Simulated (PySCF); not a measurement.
# Electron correlation in Te (tellurium, neutral)

[Kr] 4d10 5s2 5p4, high-spin 3P determinant. Computed with PySCF 2.14 in aug-cc-pVTZ-PP with ECP28MDF (6s5p4d2f, 55 functions), with a scalar-relativistic core potential. Frozen: 4s2 4p6 4d10; 6 electrons correlated.

MP2 pair energies summed by pair of shells (mhartree):

```tsv
pair	energy	share (%)
5s-5p	-39.79	46.1
5p-5p	-39.38	45.6
5s-5s	-7.23	8.4
```

Total MP2 correlation energy: -86.40 mhartree.

Same-spin part -19.55 and opposite-spin part -66.85 mhartree; SCS-MP2 scales them by 1/3 and 6/5 to -86.74 mhartree.
